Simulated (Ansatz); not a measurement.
The same path of GaH₆NO (9 atoms, charge 0, multiplicity 1) was run twice with different band settings. Lost on the way: Ga1–H2, O7–H9. Made: H2–H9.

Method: Ansatz 0.2.0, RKS PBE0/def2-SVPD.

Relaxed end points:

```xyz
9
Properties=species:S:1:pos:R:3
Ga 0.083 -0.081 0.069
H 0.008 -0.924 1.391
H 1.352 0.145 -0.813
N -1.589 0.255 -0.753
H -2.391 -0.300 -0.476
H -1.627 0.390 -1.758
O -0.313 1.937 0.845
H -1.156 1.797 0.345
H -0.533 2.011 1.779
```

```xyz
9
Properties=species:S:1:pos:R:3
Ga -0.114 0.611 -0.532
H -0.080 -0.213 2.686
H 1.237 -0.133 -0.624
N -1.690 -0.022 -1.174
H -1.788 -0.912 -1.640
H -2.573 0.463 -1.106
O -0.133 2.231 0.252
H -0.981 2.682 0.277
H -0.044 0.523 2.492
```

Common settings: movable images 9; climbing image yes; spring 5.0 eV/Å²; start path through a guess of the saddle point; force threshold 0.03 eV/Å; iteration limit 60; end points relaxed.

| run | optimiser |
| --- | --- |
| 1 | quadratic models (default) |
| 2 | lbfgs |

(1) What does each run give, and how far can it be trusted?

Answers

(1) Run 1: converged after 27 iterations, highest image 1.205 eV above the first end. The profile has 2 maxima (images 2, 5) with wells between them (image 4): this band takes more than one step, which may be the mechanism or a detour left from its start path. A vibrational analysis at the climbing image gives one clearly imaginary mode, 1225i cm⁻¹: a first-order saddle point.
Run 2: not converged after 60 iterations, highest image 1.407 eV above the first end. The band didn't meet its force threshold, so its energies are provisional: the largest band force was still 0.17 eV/Å, and over the last iterations the top stayed at 1.41 eV.
The orbitals stay closed-shell, which can raise the energy where a bond breaks towards radicals; this wasn't checked here.
